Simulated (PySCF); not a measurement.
## Li²⁺: ionisation energy

Li²⁺ 1s1 (2S) → Li³⁺ (bare nucleus), as a difference of total energies. Calculation: PySCF 2.14, in an even-tempered Gaussian basis (18 s from 0.25 bohr⁻², ratio 2.2; 7 p from 0.44 bohr⁻², ratio 2.4; 4 d from 1.3 bohr⁻², ratio 2.4; 3 f from 2 bohr⁻², ratio 2.4; 3 g from 3 bohr⁻², ratio 2.4); scalar relativity by spin-free X2C-1e. The calculations carry no spin-orbit coupling.

```tsv
method	ionisation energy (eV)
UHF	122.47
LDA	119.80
PBE	122.12
PBE0	122.25
r2SCAN	122.47
TPSSh	122.47
PBEsol	121.10
```

For comparison: 122.45 eV (theoretical estimate listed by NIST; NIST Atomic Spectra Database, ionization energies).
